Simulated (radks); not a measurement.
Q: These are the eigenvalues of the occupied orbitals of an atom or ion with whole-number occupations (hartree). Calculated with a radial shooting solver on a logarithmic mesh with Libxc functionals: scalar-relativistic Kohn-Sham, PBE, spin-polarised, spherical densities, finite nucleus; Fermi nuclear charge, rms radius of each element as measured or else 0.836 A^(1/3) + 0.57 fm.

orbital  eigenvalue
1s down   -326.2133
1s up     -326.2132
2s up     -40.00021
2s down   -39.97843
2p up     -34.65031
2p down   -34.63398
3s up      -5.17551
3s down    -5.13294
3p up      -3.60721
3p down    -3.56545
3d up      -1.10712
3d down    -1.06859

Which element is it, and in what charge state? The configuration may be excited. Open shells, if any, are filled with parallel spins first.

A: Z = 29, copper, charge +2: Cu2+ in [Ar] 3d9. The list shows which subshells hold electrons but not how many an open one holds; the 1s level, -326.21 hartree, gives Z - s = 25.5 by -(Z - s)^2/2, which with screening and relativity narrows Z to a few neighbours, and the depths of the outer levels then fix element, charge and occupations together.
